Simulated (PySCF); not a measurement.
Atom-mapped SMILES (the numbers label the heavy atoms): `[CH:1]#[C:2][Si@@H:3]([OH:4])[C:5](=[CH2:6])[F:7]`. Hydrogens are named by the atom that carries them. Ha(C6) is cis to Si3; Hb(C6) is trans to Si3.

Geometry: PBE0-D3(BJ)/def2-SVP; GIAO shifts from PySCF, gas phase, non-relativistic, averaged over equivalent atoms.

At KT3/pcSseg-1 (151 basis functions, 14 s wall time on 1 thread of an Intel Xeon 6975P-C, shared host):
```json
{"atoms": "C5", "δ (ppm)": "168.3"}
{"atoms": "C6", "δ (ppm)": "102.6"}
{"atoms": "C1", "δ (ppm)": "90.3"}
{"atoms": "C2", "δ (ppm)": "75.4"}
{"atoms": "Si3", "δ (ppm)": "-48.0"}
{"atoms": "O4", "δ (ppm)": "38.6"}
{"atoms": "F7", "δ (ppm)": "-110.2"}
{"atoms": "Hb(C6)", "δ (ppm)": "5.28"}
{"atoms": "Ha(C6)", "δ (ppm)": "4.88"}
{"atoms": "H(Si3)", "δ (ppm)": "4.51"}
{"atoms": "H(C1)", "δ (ppm)": "2.53"}
{"atoms": "H(O4)", "δ (ppm)": "1.32"}
```

Chemical shifts δ = σref − σ; TMS for ¹³C (σref 182.31) and ²⁹Si (σref 365.51) and ¹H (σref 31.32); ¹⁷O (σref 329.03) against H2O; ¹⁹F (σref 149.45) vs CFCl3, all at this level.

Q: What do these become at PBE0/pcSseg-1?

A: 
```tsv
atoms	δ at PBE0/pcSseg-1	change
C5	180.6	+12.3
C6	115.0	+12.4
C1	104.2	+13.9
C2	86.3	+10.9
Si3	-42.8	+5.2
O4	36.1	-2.5
F7	-100.1	+10.1
Hb(C6)	5.58	+0.30
Ha(C6)	5.19	+0.31
H(Si3)	4.62	+0.11
H(C1)	2.43	-0.10
H(O4)	1.50	+0.18
```

Chemical shifts δ = σref − σ; ¹³C (184.41 ppm) and ²⁹Si (351.99 ppm) and ¹H (31.27 ppm) vs TMS; ¹⁷O (334.56 ppm) against H2O; ¹⁹F (177.25 ppm) against CFCl3, all at this level.

The largest change is at C1 (terminal alkyne carbon). Cost: 151 basis functions, 8.8 s wall time on 1 thread of an Intel Xeon 6975P-C, shared host. The order of the carbon signals is the same at both levels.

Unscaled 19F shifts against computed CFCl3 carry errors that often reach 10 to 50 ppm. Experimental scales use liquid or dissolved standards, which lie at an offset from isolated H2O (liquid H2O: subtract about 36 ppm).
